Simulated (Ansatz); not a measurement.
Consider the formal exchange of groups at the Sn–C bond: `[SiH3]B[CH2][SnH3]` + `C[SiH2]Cl` → `C[SiH](Cl)[SnH3]` + `CB[SiH3]`.

Program: Ansatz. Geometries: PBE0-D4/def2-TZVP. ΔE: electronic, gas phase. CBS: MP2 limit from def2 TZ/QZ plus the TZ coupled-cluster correction, frozen cores. Functionals use def2-TZVPP. B3LYP here is the variant with VWN-RPA as its local correlation; programs differ in this. HSE06 is defined as in plane-wave codes. Elements past krypton have def2 core potentials. For Sn outer-core shells are correlated without core-valence functions, which leaves a few kJ/mol of doubt a bond. One conformer a species, not always the lowest.

`[SiH3]B[CH2][SnH3]`:

Cartesian coordinates in Å:
```
Si 2.042 -0.411 -0.200
B 0.135 -1.048 -0.040
C -0.984 -0.458 -0.866
Sn -1.422 1.068 0.684
H 2.731 -0.267 1.113
H 2.819 -1.403 -1.001
H 2.142 0.901 -0.909
H -0.134 -1.884 0.782
H -1.930 -0.991 -0.961
H -0.756 0.146 -1.745
H -0.316 1.029 1.981
H -2.992 0.741 1.256
H -1.336 2.579 -0.095
```

`C[SiH2]Cl`:

Cartesian coordinates in Å:
```
C -0.984 -0.194 0.122
Si 0.818 0.093 -0.223
Cl 1.652 1.182 1.317
H -1.433 -0.770 -0.693
H -1.518 0.755 0.207
H -1.117 -0.751 1.051
H 1.017 0.871 -1.470
H 1.566 -1.185 -0.312
```

`C[SiH](Cl)[SnH3]`:

Cartesian coordinates in Å:
```
C -0.787 0.537 -1.559
Si 0.002 -0.754 -0.470
Cl -1.401 -2.221 -0.055
Sn 0.832 0.193 1.765
H -0.052 1.304 -1.820
H -1.157 0.083 -2.481
H -1.623 1.019 -1.049
H 1.112 -1.428 -1.193
H 2.023 1.394 1.508
H -0.461 0.908 2.620
H 1.512 -1.036 2.733
```

`CB[SiH3]`:

```xyz
10

C     1.380    0.629   -0.443
B    -0.158    0.634   -0.246
Si   -1.217   -0.920    0.487
H     1.747    1.087    0.493
H     1.742    1.278   -1.244
H     1.854   -0.352   -0.504
H    -0.767    1.636   -0.505
H    -2.131   -0.494    1.585
H    -0.377   -2.044    0.992
H    -2.072   -1.454   -0.615
```

```json
{"level": "LDA (SPW92)", "ΔE (kcal/mol)": "-1.8", "difference from CCSD(T)/CBS": "-2.2"}
{"level": "PBE-D4", "ΔE (kcal/mol)": "-2.6", "difference from CCSD(T)/CBS": "-3.0"}
{"level": "revPBE-D4", "ΔE (kcal/mol)": "-2.1", "difference from CCSD(T)/CBS": "-2.5"}
{"level": "BLYP-D4", "ΔE (kcal/mol)": "-2.2", "difference from CCSD(T)/CBS": "-2.6"}
{"level": "r2SCAN-D4", "ΔE (kcal/mol)": "-1.8", "difference from CCSD(T)/CBS": "-2.2"}
{"level": "B97M-V", "ΔE (kcal/mol)": "-2.1", "difference from CCSD(T)/CBS": "-2.5"}
{"level": "PBE0-D4", "ΔE (kcal/mol)": "-2.6", "difference from CCSD(T)/CBS": "-3.0"}
{"level": "B3LYP-D4", "ΔE (kcal/mol)": "-2.3", "difference from CCSD(T)/CBS": "-2.7"}
{"level": "r2SCAN0-D4", "ΔE (kcal/mol)": "-2.0", "difference from CCSD(T)/CBS": "-2.4"}
{"level": "HSE06-D4", "ΔE (kcal/mol)": "-2.6", "difference from CCSD(T)/CBS": "-3.0"}
{"level": "BHLYP-D4", "ΔE (kcal/mol)": "-2.5", "difference from CCSD(T)/CBS": "-2.9"}
{"level": "CAM-B3LYP-D4", "ΔE (kcal/mol)": "-2.3", "difference from CCSD(T)/CBS": "-2.7"}
{"level": "ωB97M-V", "ΔE (kcal/mol)": "-0.8", "difference from CCSD(T)/CBS": "-1.2"}
{"level": "PBE-QIDH", "ΔE (kcal/mol)": "-0.9", "difference from CCSD(T)/CBS": "-1.3"}
{"level": "PBE", "ΔE (kcal/mol)": "-3.1", "difference from CCSD(T)/CBS": "-3.5"}
{"level": "revPBE", "ΔE (kcal/mol)": "-3.9", "difference from CCSD(T)/CBS": "-4.3"}
{"level": "BLYP", "ΔE (kcal/mol)": "-3.5", "difference from CCSD(T)/CBS": "-3.9"}
{"level": "r2SCAN", "ΔE (kcal/mol)": "-1.9", "difference from CCSD(T)/CBS": "-2.3"}
{"level": "PBE0", "ΔE (kcal/mol)": "-3.0", "difference from CCSD(T)/CBS": "-3.4"}
{"level": "B3LYP", "ΔE (kcal/mol)": "-3.2", "difference from CCSD(T)/CBS": "-3.6"}
{"level": "r2SCANh", "ΔE (kcal/mol)": "-2.0", "difference from CCSD(T)/CBS": "-2.4"}
{"level": "r2SCAN0", "ΔE (kcal/mol)": "-2.1", "difference from CCSD(T)/CBS": "-2.5"}
{"level": "HSE06", "ΔE (kcal/mol)": "-3.0", "difference from CCSD(T)/CBS": "-3.4"}
{"level": "BHLYP", "ΔE (kcal/mol)": "-3.0", "difference from CCSD(T)/CBS": "-3.4"}
{"level": "CAM-B3LYP", "ΔE (kcal/mol)": "-2.7", "difference from CCSD(T)/CBS": "-3.1"}
{"level": "LC-ωPBE", "ΔE (kcal/mol)": "-2.8", "difference from CCSD(T)/CBS": "-3.2"}
{"level": "HF/def2-SVP", "ΔE (kcal/mol)": "-5.7", "difference from CCSD(T)/CBS": "-6.1"}
{"level": "CCSD/def2-SVP", "ΔE (kcal/mol)": "-1.8", "difference from CCSD(T)/CBS": "-2.2"}
{"level": "CCSD(T)/def2-SVP", "ΔE (kcal/mol)": "-1.0", "difference from CCSD(T)/CBS": "-1.4"}
{"level": "HF/def2-TZVPP", "ΔE (kcal/mol)": "-3.9", "difference from CCSD(T)/CBS": "-4.3"}
{"level": "MP2/def2-TZVPP", "ΔE (kcal/mol)": "2.2", "difference from CCSD(T)/CBS": "1.8"}
{"level": "SCS-MP2/def2-TZVPP", "ΔE (kcal/mol)": "1.4", "difference from CCSD(T)/CBS": "1.0"}
{"level": "CCSD/def2-TZVPP", "ΔE (kcal/mol)": "-0.2", "difference from CCSD(T)/CBS": "-0.6"}
{"level": "CCSD(T)/def2-TZVPP", "ΔE (kcal/mol)": "0.8", "difference from CCSD(T)/CBS": "0.4"}
{"level": "HF/def2-QZVPP", "ΔE (kcal/mol)": "-3.7", "difference from CCSD(T)/CBS": "-4.1"}
{"level": "MP2/def2-QZVPP", "ΔE (kcal/mol)": "2.0", "difference from CCSD(T)/CBS": "1.6"}
{"level": "SCS-MP2/def2-QZVPP", "ΔE (kcal/mol)": "1.2", "difference from CCSD(T)/CBS": "0.8"}
{"level": "HF/CBS(def2)", "ΔE (kcal/mol)": "-3.7", "difference from CCSD(T)/CBS": "-4.1"}
{"level": "MP2/CBS(def2)", "ΔE (kcal/mol)": "1.8", "difference from CCSD(T)/CBS": "1.4"}
{"level": "CCSD/CBS(def2)", "ΔE (kcal/mol)": "-0.6", "difference from CCSD(T)/CBS": "-1.0"}
{"level": "CCSD(T)/CBS", "ΔE (kcal/mol)": "0.4", "difference from CCSD(T)/CBS": "0"}
```

Largest T1 diagnostic among the species: 0.013.

At CCSD(T), def2-SVP lies −1.4 kcal/mol from the extrapolated value and def2-TZVPP +0.4 kcal/mol. Leaving LDA and LC-ωPBE aside and taking each functional with its dispersion term where it has one, the values spread over 1.8 kcal/mol, from HSE06-D4 to ωB97M-V. LDA lies +1.3 kcal/mol from PBE without D4. In def2-TZVPP, CCSD(T) changes the Hartree–Fock value by +4.7 kcal/mol (the triples alone add +1.0 kcal/mol) and MP2 by +6.1 kcal/mol.
